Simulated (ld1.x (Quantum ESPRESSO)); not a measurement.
# Pseudopotential generation for zirconium: ultrasoft, PBE, scalar-relativistic.

ld1.x (Quantum ESPRESSO) 7.5 input, shortened:

```
&input
   title='Zr', zed=40., rel=1, dft='PBE', iswitch=3,
   config='[Kr] 4d2 5s0 5p0'
 /
 &inputp
   pseudotype=3, tm=.true., lloc=-1, rcloc=1.90,
   nlcc=.true., rcore=0.85
 /
6
4S  1  0   2.00   0.00  1.55  1.75  0.0
5S  2  0   0.00   0.00  1.55  1.75  0.0
4P  2  1   6.00   0.00  1.80  1.95  0.0
5P  3  1   0.00   0.00  1.80  1.95  0.0
4D  3  2   2.00   0.00  1.95  2.25  0.0
4D  3  2   0.00  -0.50  1.95  2.25  0.0
 &test
   configts(1)='4s2 4p6 4d2 5s0 5p0'
 /
```

Poles of the logarithmic derivatives, all-electron (AE) and pseudo (PS). s: poles at -4.9, 3.2 (AE) and -4.9, -4.7 (PS) Ry. p: poles at -3.2, 4.6 (AE) and -3.3, -2.5 (PS) Ry. d: poles at -0.4 (AE) and -0.4 (PS) Ry. Test radius 2.44 bohr.

- Configuration tests: test run stopped at test 1 of 7 (negative rho)
- Lowest eigenvalue of the overlap operator: 0.15 (s channel)

A Bessel basis up to 400 Ry misses an occupied level by 0.96 Ry, so cutoffs and ghosts were not judged.
